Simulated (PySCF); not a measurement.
BiI2, doublet, geometry from GFN2-xTB (such geometries of metal compounds can be far from the true shape) (the spin is typed, not shown lowest) (core potentials on Bi, I). Base run: HF/def2-SVP (PySCF).

PySCF was given this input:
```python
from pyscf import gto, scf, solvent

mol = gto.M(
    atom='''
Bi    0.796525    0.509743    0.434113
I    -0.895123    1.177838   -1.693606
I    -0.352265   -1.976115    1.013769
''',
    basis='def2-svp',
    ecp={'Bi': 'def2-svp', 'I': 'def2-svp'},
    charge=0,
    spin=1,
    verbose=4,
)

mf = scf.UHF(mol)
mf.kernel()
```

Variants of this job, named by their change:

```
change                                                     ΔE vs base (kcal/mol)  dipole (D)
---------------------------------------------------------  ---------------------  ----------
base                                                                       0.000        3.74
model = ddCOSMO; solvent = chloroform                                      -5.82        5.45
model = COSMO; solvent = chloroform                                        -4.79        5.15
model = IEF-PCM; solvent = chloroform; r_probe = 0.5                       -2.47        4.61
model = IEF-PCM; solvent = chloroform; lebedev_order = 11                  -4.94        5.18
model = IEF-PCM; solvent = chloroform; lebedev_order = 41                  -4.93        5.19
model = IEF-PCM; solvent = chloroform; vdw_scale = 1.1                     -6.95        5.55
model = IEF-PCM; solvent = chloroform; vdw_scale = 1.4                     -2.77        4.70
model = IEF-PCM; solvent = water                                           -7.29        5.93
model = IEF-PCM; solvent = chloroform                                      -4.93        5.19
model = IEF-PCM; solvent = chloroform; vdw_scale = 1.0                    -10.31        6.00
model = SS(V)PE; solvent = chloroform                                      -4.92        5.19
```

The base is the gas phase, so ΔE is the electrostatic part of solvation at a fixed geometry, without cavity and dispersion terms.

Open shells are given as the SCF converged; they aren't shown to be the lowest states, and a large step between rows can be another state.
